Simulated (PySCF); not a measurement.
## A small calculation by hand: chemical shift, span and skew from a shielding tensor

Si(NHSiH3)2(Cl)2 (Cl₂H₈N₂Si₃), SMILES [SiH3]N[Si](Cl)(Cl)N[SiH3]. Atoms are numbered in the order given.

```xyz
15

Si    -2.2638    -0.7876     1.2988
N     -0.8724     0.2475     0.9873
Si     0.1272     0.3412    -0.4014
Cl    -0.4912    -1.2242    -1.6190
Cl    -0.1012     2.0826    -1.5032
N      1.7641     0.2352     0.0820
Si     2.3190    -0.5538     1.5508
H     -1.8760    -2.2234     1.3292
H     -2.7714    -0.3811     2.6398
H     -3.3411    -0.6023     0.2878
H     -0.7034     0.9641     1.6914
H      2.4727     0.6134    -0.5415
H      1.7041    -1.9016     1.6976
H      3.7994    -0.6780     1.4421
H      1.9914     0.2408     2.7709
```
Charge 0, spin multiplicity 1.

Coordinates come from a B3LYP-D3(BJ)/def2-SVP optimisation. Other conformers were not sampled.

GIAO shieldings from PBE/pcSseg-1 run with PySCF, non-relativistic, no solvent. The symmetric part of the tensor of Si3 has the principal values 326.4, 337.9, 378.1 ppm. The same nucleus in TMS has σ = 335.4 ppm at this level (PySCF, at its B3LYP-D3(BJ)/def2-TZVP geometry). Without spin–orbit terms, shifts of atoms bonded to Cl or Br come out too high.

Q: Work out the isotropic shielding, the ²⁹Si shift against TMS, the span and the skew.

A: 
σ(iso) = (σ11 + σ22 + σ33)/3 = 347.5 ppm. δ = σ(ref) − σ(iso) = 335.4 − (347.5) = -12.1 ppm.
Span Ω = σ33 − σ11 = 51.7 ppm. Skew κ = 3(σ(iso) − σ22)/Ω = 0.56. Tumbling in solution averages the tensor to δ; in a static solid the shielding alone would spread this spin-1/2 line over Ω.
